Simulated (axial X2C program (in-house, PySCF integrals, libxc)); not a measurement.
## InB⁺: cheaper levels and CCSD(T), 2c

All values were computed with an in-house relativistic program for diatomic molecules. Two-component (2c) means X2C with spin–orbit coupling and atomic mean-field two-electron Coulomb and Gaunt terms. Basis: In dyall-cv3z [11s12p9d4f1g], B dyall-v3z [7s6p2d1f] (cores contracted in-house); Gaussian nuclei, density fitting, unrestricted open shells. Masses: In 114.904 u, B 11.009 u.

State: Ω = 1/2 (⟨Sz⟩ = 0.50, ⟨Lz⟩ = 0.00 at HF); fragments In+ + B.

```tsv
level	Re (Å)	ωe (cm⁻¹)	De (eV)
PBE0	2.993	184.3	0.723
HF	3.130	159.4	0.435
MP2	3.026	176.2	0.551
CCSD	3.029	177.9	0.677
B97-3	3.063	168.8	0.652
```

Correlated methods: 15 electrons correlated (number of frozen shells: In 4 s, 3 p, 1 d; B 1 s), 239 virtual spin orbitals or spinors in MP2, 90 natural virtuals in coupled cluster.

CCSD(T), same Hamiltonian and basis:

Re = 3.008 Å, ωe = 181.7 cm⁻¹; T1 = 0.015 (Lee–Taylor normalisation).

Give the differences from CCSD(T) in the columns below.



```csv
level,ΔRe (Å),Δωe (cm⁻¹)
PBE0,-0.015,2.6
HF,0.122,-22.3
MP2,0.018,-5.5
CCSD,0.021,-3.8
B97-3,0.055,-12.9
```

The state is a single determinant with fixed occupations, the lowest that a limited PBE0 search found. De is counted from the lowest determinant-based energies of the atoms at the same level, without counterpoise correction. De is not given where an atomic determinant may have missed its ground term or J level, or where the truncated virtual space spoils (T). Density functionals use the spin component along the axis (collinear). Coupled cluster ran in a truncated set of natural virtual spinors; the MP2 energy of the rest was added. (T) has no such correction and the atoms are truncated less, which lowers De at CCSD(T) by a hundredth of an eV or more. A 2c atom that is not at its ground J level misses part of its spin–orbit lowering, and De is too large by that part (0.04 eV or less for light atoms). This holds for PBE0, B97-3. The functionals have no current-density term, which raises determinants with orbital currents, atoms included.
